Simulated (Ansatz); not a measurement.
System: C2H9OSi2, charge -1, multiplicity 1. It need not be the lowest isomer of its formula. Whether it binds its extra electron was not tested at this geometry. 
Coordinates optimised at B3LYP-D3(BJ)/def2-TZVP (Ansatz, a program for electronic structure):
```xyz
14

Si    -0.8561    -0.0946    -0.5204
C     -1.0162     1.6391    -0.3505
C     -1.9664    -1.1281     0.6234
O      0.7001    -0.7500    -0.1408
Si     1.9116     0.2139     0.3588
H     -1.0284    -0.6157    -1.9201
H     -0.7594     2.3341    -1.1439
H     -1.3014     2.1076     0.5874
H     -1.6588    -2.1774     0.6485
H     -1.9041    -0.7370     1.6439
H     -3.0121    -1.0760     0.3103
H      3.0778    -0.7032     0.5905
H      1.7055     0.9104     1.6578
H      2.3986     1.2210    -0.6220
```
Charge -1, spin multiplicity 1.

Basis-set convergence of Hartree-Fock and CCSD correlation energies (hartree) with Ansatz. Valence correlation only, unless marked. Spin-orbit coupling is left out. Non-relativistic. This anion needs diffuse functions, which these sets lack.

| basis | functions | E(HF) | E(corr, CCSD) |
|---|---|---|---|
| cc-pV(D+d)Z | 133 | -733.76504 | -0.75660 |
| cc-pV(T+d)Z | 294 | -733.85747 | -0.91832 |
| cc-pV(Q+d)Z | 563 | ___ | ___ |

Q: Some entries are withheld; supply them.

A: 
- cc-pV(Q+d)Z, E(HF): -733.87937
- cc-pV(Q+d)Z, E(corr, CCSD): -0.97051
